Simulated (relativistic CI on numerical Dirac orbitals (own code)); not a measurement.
**Calculated levels, Mo XIII**

Computed by Dirac-Coulomb-Breit CI, separate exchange-only KLI orbitals for each configuration, model QED, unscaled Slater integrals (own radial code, finite nucleus).

Configurations in the expansion (outside the closed core [Ar]): 3d10 4s2, 3d10 4s 4p, 3d10 4p2, 3d10 4s 4d, 3d10 4d2, 3d10 4s 4f, 3d10 4p 4d, 3d10 4f2, 3d10 4p 4f, 3d10 4s 5s, 3d10 4s 5p, 3d10 4d 4f, 3d10 4s 5d, 3d10 4s 5f, 3d10 4s 6s, 3d10 4s 5g, 3d10 4s 6p, 3d10 4s 6d, 3d10 4s 6f, 3d10 4s 7s, 3d9 4s2 4p, 3d9 4s2 4d, 3d9 4s2 4f, 3d9 4s2 5s, 3d9 4s2 5p, 3d9 4s2 5d. Double excitations out of closed p, d and f shells are left out; levels of such configurations are missing from the list, as are those of other unlisted configurations, and high levels can miss mixing partners. These lack a partner that the ground configuration has and come out too high: 3d9 4s2 4p, 3d9 4s2 4d, 3d9 4s2 4f, 3d9 4s2 5s, 3d9 4s2 5p.

```tsv
No.	Configuration	Term	J	E (cm⁻¹)	%	Next component (%)	Lifetime (s)
1	3d10 4s2	1S	0	0	98	2 3d10 4p2 1S	
2	3d10 4s 4p	3P°	0	196580	100		
3	3d10 4s 4p	3P°	1	204406	97	2 1P°	4.82e-09
4	3d10 4s 4p	3P°	2	226609	100		6.74e-03
5	3d10 4s 4p	1P°	1	295646	96	2 3P°	3.50e-11
6	3d10 4p2	3P	0	464088	91	8 1S	4.59e-11
7	3d10 4p2	3P	1	482398	100		3.99e-11
8	3d10 4p2	1D	2	483448	60	33 3P	8.75e-11
9	3d10 4p2	3P	2	511533	66	29 1D	4.71e-11
10	3d10 4p2	1S	0	562249	89	9 3P	3.61e-11
11	3d10 4s 4d	3D	1	625237	100		1.56e-11
12	3d10 4s 4d	3D	2	627051	99		1.63e-11
13	3d10 4s 4d	3D	3	630016	100		1.78e-11
14	3d10 4s 4d	1D	2	680214	87	11 3d10 4p2 1D	1.18e-11
15	3d10 4p 4d	3F°	2	833807	86	11 1D°	1.24e-10
16	3d10 4p 4d	3F°	3	847412	94	3 3D°	1.32e-10
17	3d10 4p 4d	1D°	2	861850	67	18 3P°	2.34e-11
18	3d10 4p 4d	3F°	4	865707	98	2 3d10 4s 4f 3F°	1.81e-10
19	3d10 4p 4d	3D°	1	880828	62	32 3P°	1.13e-11
20	3d10 4p 4d	3P°	2	886466	45	31 3D°	1.49e-11
21	3d10 4p 4d	3P°	0	898680	99		1.51e-11
22	3d10 4p 4d	3P°	1	900849	65	34 3D°	1.28e-11
23	3d10 4p 4d	3D°	3	901550	85	8 1F°	1.04e-11
24	3d10 4p 4d	3D°	2	903491	62	36 3P°	1.17e-11
25	3d10 4p 4d	1F°	3	922572	67	21 3d10 4s 4f 1F°	1.16e-11
26	3d10 4p 4d	1P°	1	952343	92	4 3D°	1.30e-11
27	3d10 4s 4f	3F°	2	1013831	98	2 3d10 4p 4d 3F°	1.37e-11
28	3d10 4s 4f	3F°	3	1014033	98	2 3d10 4p 4d 3F°	1.37e-11
29	3d10 4s 4f	3F°	4	1014347	98	2 3d10 4p 4d 3F°	1.37e-11
30	3d10 4s 5s	3S	1	1020150	100		6.25e-12
31	3d10 4s 5s	1S	0	1039225	100		7.55e-12
32	3d10 4s 4f	1F°	3	1060038	77	22 3d10 4p 4d 1F°	9.06e-12
33	3d10 4s 5p	3P°	0	1123495	100		1.95e-11
34	3d10 4s 5p	3P°	1	1125368	88	12 1P°	1.69e-11
35	3d10 4s 5p	3P°	2	1135345	100		1.97e-11
36	3d10 4s 5p	1P°	1	1142988	88	12 3P°	1.15e-11
37	3d10 4p 4f	1G	4	1225607	34	29 3d10 4d2 1G	5.28e-11
38	3d10 4p 4f	3F	2	1231285	58	31 3d10 4d2 3F	2.15e-11
39	3d10 4p 4f	3F	3	1231724	46	30 3G	2.01e-11
40	3d10 4p 4f	1F	3	1236949	44	31 3G	1.51e-11
41	3d10 4p 4f	3F	4	1243472	40	24 3d10 4d2 3F	3.00e-11
42	3d10 4p 4f	1F	3	1257090	38	35 3G	1.39e-11
43	3d10 4p 4f	3G	4	1257370	79	11 3d10 4d2 3F	1.52e-11
44	3d10 4d2	1D	2	1260688	53	33 3d10 4p 4f 1D	1.31e-11
45	3d10 4p 4f	3G	5	1266308	99	1 3d10 4s 5g 3G	1.50e-11
```

Energies count from the lowest computed level; ° marks odd parity; lifetimes are radiative, by E1, M1, E2, M2, E3 decay to levels of this space only; some are left blank where a channel outside the calculation adds to the decay or the decay crosses a small, uncertain gap.

The mean weight of the leading LS term, summed over parents, in these 45 levels is 81 %, and that of the leading jj configuration (from the same eigenvectors) 77 %.

At this charge energies of transitions that change n are usually good to better than 1 %, and those within a shell (Δn = 0) to a few per cent.

LS names give the leading component of a level, which can be under half, so a name can repeat, a term be missing and a line seem to break the LS rules.
